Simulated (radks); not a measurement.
Question: Coherent X-ray form factor from a spherical all-electron density. All-electron calculation, Dirac Kohn-Sham, PBE, spin-unpolarised, spherical densities, finite nucleus; Fermi nuclear charge, rms radius of each element as measured or else 0.836 A^(1/3) + 0.57 fm. Program: a radial shooting solver on a logarithmic mesh with Libxc functionals.

| sin(theta)/lambda (1/angstrom) | f0 (electrons) |
|---|---|
| 0.05 | 50.126 |
| 0.1 | 47.836 |
| 0.15 | 44.836 |
| 0.2 | 41.726 |
| 0.25 | 38.798 |
| 0.3 | 36.119 |
| 0.4 | 31.415 |
| 0.5 | 27.462 |
| 0.6 | 24.251 |
| 0.8 | 19.808 |
| 1 | 16.990 |
| 1.25 | 14.228 |
| 1.5 | 11.732 |
| 2 | 7.942 |

The species is in the configuration that NIST lists as its ground one. Which atom or ion scatters so?

Answer: The tellurium ion Te+, [Kr] 4d10 5s2 5p(1/2: 2, 3/2: 1). Extrapolating in s^2 from the first two rows gives f0(0) = 50.9, near the electron count 51; among species with that count, the fall with angle is slower the higher Z, and the table is that of Z = 52; from so few rows the species is fixed only to a neighbour or two.
